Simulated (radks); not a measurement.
Spherical quantum dot in the effective-mass picture: electrons in a parabolic well V = omega^2 r^2 / 2 with omega = 1.09, all in effective atomic units (hartree* = m*/eps^2 hartree, bohr* = eps/m* bohr), one dielectric constant everywhere. Calculated with a radial shooting solver with Libxc functionals: non-relativistic Kohn-Sham, PBE, spin-polarised, spherical densities. Levels are named by radial order and angular momentum (1s, 1p, 1d, 2s, ...), and open shells are averaged over m. Results are scaled to m* = 0.164 and eps = 8.6, for which hartree* = 60.34 meV and bohr* = 2.775 nm.

N = 24, configuration 1s2 1p6 1d10 2s2 1f(up 4, down 0). This is the lowest configuration that the search found. Occupied and some empty levels:

| level | occupation | eigenvalue (meV) | <r> (nm) |
|---|---|---|---|
| 1s up | 1 | 745.55 | 4.625 |
| 1s down | 1 | 746.86 | 4.540 |
| 1p up | 3 | 773.59 | 5.733 |
| 1p down | 3 | 775.94 | 5.671 |
| 1d up | 5 | 805.91 | 6.500 |
| 1d down | 5 | 808.95 | 6.464 |
| 2s up | 1 | 814.31 | 5.560 |
| 2s down | 1 | 816.46 | 5.594 |
| 1f up | 4 | 842.03 | 7.101 |
| 1f down | 0 | 845.48 | 7.086 |
| 2p up | 0 | 855.07 | 6.251 |
| 2p down | 0 | 857.10 | 6.277 |
| 1g up | 0 | 881.51 | 7.611 |
| 1g down | 0 | 885.11 | 7.612 |
| 2d up | 0 | 897.80 | 6.905 |
| 2d down | 0 | 899.84 | 6.923 |

Energy (meV): total 12406.5, kinetic 1446.4, external 4632.3, Hartree 7016.2, exchange-correlation -688.34.

Electron density:

| r (nm) | n(r) (e/nm^3) |
|---|---|
| 0.905 | 0.01555 |
| 1.88 | 0.01323 |
| 2.85 | 0.01150 |
| 3.82 | 0.01144 |
| 4.79 | 0.01210 |
| 5.76 | 0.01159 |
| 6.73 | 0.009005 |
| 7.70 | 0.005326 |
| 8.67 | 0.002302 |
| 9.64 | 0.0007203 |
| 10.6 | 0.0001644 |
| 11.6 | 0.00002707 |
| 12.6 | 3.235e-06 |
